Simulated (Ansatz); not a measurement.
Li5Al⁺, relaxed as a doublet with UKS r2SCAN-D4/def2-TZVP in Ansatz, starting from the GFN2-xTB geometry. Force threshold 0.02 eV/Å.

The structure comes from a short search, and lower isomers may exist.

Start:

Cartesian coordinates in Å:
```
Li -1.178 -1.726 -2.234
Li -1.532 -0.361 0.101
Li 0.574 0.884 1.173
Li -1.704 0.834 2.386
Li 2.937 0.824 -0.181
Al 0.903 -0.456 -1.245
```

**Question.** Estimate the energy that the relaxation releases and the steps that it takes.

**Answer.** 1.96 eV, in 19 steps; 85 s on 4 threads of Arm Neoverse V2 on a shared host. No frequencies were taken in this run, so the end may be a saddle point.

**Question.** Does the start keep its bonding?

**Answer.** Bonds lost: Li1–Li2, Li2–Li3, Li2–Li4, Li3–Li4, Li3–Li5 (atoms count from 1). Bonds formed: Li4–Al6 (atoms count from 1). The end is the same structure that another start reached, the lowest one found.

**Question.** Predict the relaxed structure.

**Answer.** 
```
atom   x (Å)   y (Å)   z (Å)
 Li1  -0.344  -2.145  -1.548
 Li2  -2.405   0.638  -0.490
 Li3   0.399   2.336   0.932
 Li4  -0.491  -0.690   1.743
 Li5   2.665  -0.334  -0.079
 Al6   0.175   0.195  -0.557
```
Bond lengths (bridged metal pairs left out): 5 × Al–Li 2.55 to 2.62 Å.
